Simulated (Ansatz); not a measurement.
Two isomers of C3H9AlO: A = `[CH3][Al]([CH3])[CH2]O`, B = `C[CH]([AlH2])CO`.

Calculated with Ansatz (gas phase, PBE0-D4/def2-TZVP geometries, no zero-point term in ΔE). CCSD(T)/CBS adds triple-zeta CCSD(T) − MP2 to the extrapolated MP2 energy (def2 sets, frozen cores). DFT in def2-TZVPP. B3LYP here is the variant with VWN-RPA as its local correlation; programs differ in this. One conformer a species, not always the lowest.

(1) Which is lower in electronic energy at CCSD(T)/CBS, and by how much? (An estimate is asked.)

(2) Give E(B) − E(A) in kJ/mol with ωB97M-V, B3LYP-D4, MP2/def2-TZVPP, CCSD(T)/def2-TZVPP, PBE-D4, B2PLYP, B3LYP. (Estimate.)

Largest T1 diagnostic: 0.010.

## Answers

(1) Ansatz gave: A, by 70.9 kJ/mol.

(2) Ansatz gave: ωB97M-V 74.3, B3LYP-D4 75.0, MP2/def2-TZVPP 68.8, CCSD(T)/def2-TZVPP 67.6, PBE-D4 77.5, B2PLYP 75.7, B3LYP 80.4. None reverses the order clearly.

The D4 term adds −5.4 kJ/mol with B3LYP and −2.6 kJ/mol with PBE0; it sums over pairs of atoms, weighted by their polarisabilities, and B3LYP, whose exchange is more repulsive, gets the larger term. In def2-TZVPP, CCSD(T) changes the Hartree–Fock value by +9.1 kJ/mol (the triples alone add +0.8 kJ/mol) and MP2 by +10.3 kJ/mol.
